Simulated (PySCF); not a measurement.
Sn(H)2(vinyl)(OMe) (C3H8OSn), SMILES [SnH2]([O]C)[CH]=C. Geometry optimised at PBE0-D3(BJ)/def2-SVP. The def2 effective core potentials stand for the cores of Sn; spin–orbit coupling is left out. Other conformers were not sampled.

Computed equilibrium geometry at PBE0-D3(BJ)/def2-SVP (PySCF confirms it by a frequency run) as bond lengths and angles (one conformer of several):
Atoms: Sn1 C2 C3 O4 C5 H6 H7 H8 H9 H10 H11 H12 H13. Bonded distances (Å): Sn1–C2 2.123, Sn1–O4 1.995, Sn1–H6 1.720, Sn1–H7 1.719, C2–C3 1.336, C2–H8 1.096, C3–H9 1.097, C3–H10 1.096, O4–C5 1.393, C5–H11 1.110, C5–H12 1.110, C5–H13 1.104. Bond angles (°): C2–Sn1–O4 105.0, C2–Sn1–H6 110.2, C2–Sn1–H7 114.4, O4–Sn1–H6 108.5, O4–Sn1–H7 106.2, H6–Sn1–H7 112.2, Sn1–C2–C3 121.9, Sn1–C2–H8 118.7, C3–C2–H8 119.4, C2–C3–H9 121.8, C2–C3–H10 122.4, H9–C3–H10 115.8, Sn1–O4–C5 120.6, O4–C5–H11 113.3, O4–C5–H12 113.4, O4–C5–H13 108.9, H11–C5–H12 107.0, H11–C5–H13 106.9, H12–C5–H13 106.9.
